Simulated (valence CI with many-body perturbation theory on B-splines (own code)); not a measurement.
**E1 transitions of Eu³²⁺**

Calculated by configuration interaction combined with many-body perturbation theory (CI+MBPT): three valence electrons over a frozen Dirac-Fock core [Ar] 3d10, radial functions for each j: 11 s, 11 p, 10 d, 8 f, 5 g, 2 h, with the one-electron correlation potential Σ1 (screened to all orders), the two-electron term Σ2, the three-electron term Σ3, Breit, model QED; selected single and double excitations, second order for the rest, scaled by the run's own slope (own B-spline code, finite nucleus).

No measured spectrum was set against this ion. As an estimate, large intervals hold to a few tenths of a per cent, small ones and those within an open d or f shell to about a per cent.

Lines 101 to 150 of 541 in falling wavelength, among levels below 38.532 Ry, chosen from the strongest by gf and those to the six lowest levels. Wavelengths and rates use the calculated energies. Electric multipoles are in the length gauge, E1 and E2 with the static RPA response of the core. Weak lines are less certain than strong ones. Lines between different terms over intervals too small for the method are left out, as are lines whose strength nearly cancels. Where a level lies close to another of its J and parity, the split of strength between their lines is uncertain. The highest levels of a list are the least certain.

Levels are named by their leading jj configuration (3d3/2^4 stands for four electrons in 3d with j = 3/2), which in mixed levels can hold well under half, so a name can repeat and another be missing. Letters in brackets count levels of one name in rising energy.

```
λ vac (nm)                          Upper                          Lower   A (s⁻¹)  log gf  Branch %
     10.55          (4p3/2^2 4d5/2) J=7/2         (4s 4p3/2 4d5/2) J=9/2  3.38e+10   -0.35      19.3
     10.55      (4p3/2^2 4d5/2) J=5/2 [b]     (4s 4p3/2 4d5/2) J=7/2 [b]  6.61e+10   -0.18      16.4
     10.53  (4p1/2 4p3/2 4f5/2) J=5/2 [b]     (4s 4p1/2 4f7/2) J=7/2 [a]  4.33e+10   -0.36      14.2
     10.53          (4p3/2^2 4d3/2) J=7/2         (4s 4p3/2 4d3/2) J=7/2  2.34e+10   -0.51       5.2
     10.53         (4s 4d3/2 4f5/2) J=5/2     (4s 4p3/2 4f5/2) J=3/2 [a]  3.33e+10   -0.48       5.5
     10.52     (4s 4d3/2 4f5/2) J=3/2 [b]         (4s 4p3/2 4f5/2) J=1/2  5.75e+10   -0.42      10.3
     10.52  (4p3/2 4d3/2 4d5/2) J=5/2 [d]     (4s 4d3/2 4d5/2) J=7/2 [b]  1.16e+11    0.06      23.6
     10.52  (4p1/2 4p3/2 4f5/2) J=3/2 [b]         (4s 4p1/2 4f5/2) J=3/2  5.48e+10   -0.44      15.9
     10.51  (4p1/2 4p3/2 4f7/2) J=7/2 [a]     (4s 4p1/2 4f7/2) J=7/2 [a]  5.28e+10   -0.15      16.3
     10.51             (4s^2 4d3/2) J=3/2             (4s^2 4p3/2) J=3/2  8.71e+10   -0.24      22.9
     10.49     (4s 4p3/2 4f5/2) J=5/2 [b]     (4s 4p3/2 4d5/2) J=5/2 [b]  4.84e+10   -0.32       8.9
     10.49  (4p1/2 4p3/2 4d5/2) J=7/2 [b]         (4s 4p1/2 4d5/2) J=7/2  3.24e+10   -0.37      15.5
     10.46      (4p1/2 4p3/2 4f5/2) J=1/2         (4s 4p1/2 4f5/2) J=3/2  8.97e+10   -0.53      28.2
     10.46         (4s 4p1/2 4d3/2) J=5/2     (4s 4p1/2 4p3/2) J=3/2 [a]  3.75e+07   -3.43       0.3
     10.45             (4s 4d5/2^2) J=7/2     (4s 4p3/2 4d5/2) J=5/2 [b]  2.25e+10   -0.53       5.8
     10.45          (4p3/2 4d5/2^2) J=9/2             (4s 4d5/2^2) J=9/2  4.16e+10   -0.17       9.8
     10.44         (4p3/2 4d5/2^2) J=11/2          (4p3/2^2 4d5/2) J=9/2  2.52e+10   -0.31      11.5
     10.44          (4p1/2 4p3/2^2) J=5/2         (4s 4p1/2 4p3/2) J=5/2  6.50e+10   -0.20      58.9
     10.43          (4p3/2^2 4d5/2) J=9/2         (4s 4p3/2 4d5/2) J=9/2  5.50e+10   -0.05      28.0
     10.42      (4p3/2^2 4d3/2) J=3/2 [b]     (4s 4p3/2 4d3/2) J=3/2 [c]  4.75e+10   -0.51       8.8
     10.42  (4p1/2 4p3/2 4d5/2) J=3/2 [a]     (4s 4p1/2 4d3/2) J=3/2 [b]  5.81e+10   -0.42      11.9
     10.42     (4s 4p3/2 4f7/2) J=9/2 [d]             (4s^2 4f7/2) J=7/2  3.60e+11    0.77      50.7
     10.42  (4p3/2 4d3/2 4d5/2) J=7/2 [d]     (4s 4d3/2 4d5/2) J=7/2 [a]  4.01e+10   -0.28       6.5
     10.41          (4p1/2^2 4p3/2) J=3/2             (4s 4p1/2^2) J=1/2  6.69e+10   -0.36      48.9
     10.38     (4s 4p3/2 4f5/2) J=7/2 [b]             (4s^2 4f7/2) J=7/2  3.34e+10   -0.36       3.9
     10.37  (4p1/2 4p3/2 4f5/2) J=5/2 [b]     (4s 4p1/2 4f5/2) J=5/2 [a]  3.95e+10   -0.42      13.0
     10.34  (4p1/2 4p3/2 4f5/2) J=3/2 [a]     (4s 4p1/2 4f5/2) J=5/2 [a]  1.27e+11   -0.09      30.7
     10.34          (4p1/2 4d5/2^2) J=9/2  (4p1/2 4p3/2 4d5/2) J=7/2 [b]  4.48e+10   -0.14      30.4
     10.34  (4p1/2 4p3/2 4d3/2) J=3/2 [a]     (4s 4p1/2 4d3/2) J=3/2 [a]  6.98e+10   -0.35      36.2
     10.34         (4s 4p3/2 4f7/2) J=5/2             (4s^2 4f7/2) J=7/2  1.97e+11    0.28      34.4
     10.34     (4s 4p3/2 4f5/2) J=7/2 [b]             (4s^2 4f5/2) J=5/2  1.37e+11    0.25      16.1
     10.33     (4s 4p3/2 4d3/2) J=5/2 [b]             (4s^2 4d3/2) J=3/2  3.33e+10   -0.50       7.6
     10.31     (4s 4p3/2 4d5/2) J=3/2 [a]             (4s^2 4d5/2) J=5/2  2.09e+11    0.13      46.5
     10.30  (4p1/2 4p3/2 4d3/2) J=1/2 [a]     (4s 4p1/2 4d3/2) J=3/2 [a]  1.56e+11   -0.31      84.6
     10.30         (4s 4p1/2 4p3/2) J=1/2             (4s^2 4p1/2) J=1/2  2.44e+11   -0.11      94.8
     10.29             (4s 4p3/2^2) J=1/2             (4s^2 4p3/2) J=3/2  1.71e+11   -0.26      97.6
     10.26     (4s 4p3/2 4d5/2) J=5/2 [b]             (4s^2 4d5/2) J=5/2  1.36e+11    0.11      22.2
     10.25  (4p1/2 4p3/2 4d5/2) J=5/2 [b]     (4s 4p1/2 4d5/2) J=5/2 [a]  6.05e+10   -0.24      17.0
     10.25     (4s 4p3/2 4f5/2) J=3/2 [b]             (4s^2 4f5/2) J=5/2  1.82e+11    0.06      25.9
     10.18          (4p1/2 4p3/2^2) J=3/2     (4s 4p1/2 4p3/2) J=3/2 [a]  1.06e+11   -0.18      48.6
     10.17     (4s 4d3/2 4d5/2) J=7/2 [b]     (4s 4p3/2 4d3/2) J=5/2 [b]  1.31e+11    0.21      31.3
     10.15     (4s 4p3/2 4d3/2) J=3/2 [b]             (4s 4p3/2^2) J=5/2  1.11e+11   -0.16      38.6
     10.14     (4s 4p3/2 4f7/2) J=7/2 [b]             (4s^2 4f7/2) J=7/2  9.72e+10    0.08      13.5
     10.10     (4s 4p3/2 4f5/2) J=5/2 [c]             (4s^2 4f5/2) J=5/2  1.48e+11    0.13      17.0
     10.10     (4s 4p3/2 4f7/2) J=9/2 [b]     (4s 4p3/2 4d5/2) J=7/2 [b]  3.40e+10   -0.28       7.2
     10.09     (4s 4p3/2 4f7/2) J=7/2 [b]             (4s^2 4f5/2) J=5/2  2.67e+11    0.51      37.2
     10.09  (4p3/2 4d3/2 4d5/2) J=5/2 [b]          (4p3/2^2 4d3/2) J=7/2  3.94e+10   -0.44       8.0
     10.08          (4p3/2^2 4f5/2) J=9/2          (4p3/2^2 4d5/2) J=9/2  2.74e+10   -0.38       6.9
     10.07          (4p3/2^2 4f5/2) J=9/2          (4p3/2^2 4d3/2) J=7/2  3.32e+10   -0.30       8.4
     10.04          (4p3/2^2 4d5/2) J=3/2     (4s 4p3/2 4d5/2) J=5/2 [a]  5.07e+10   -0.51      11.3
```
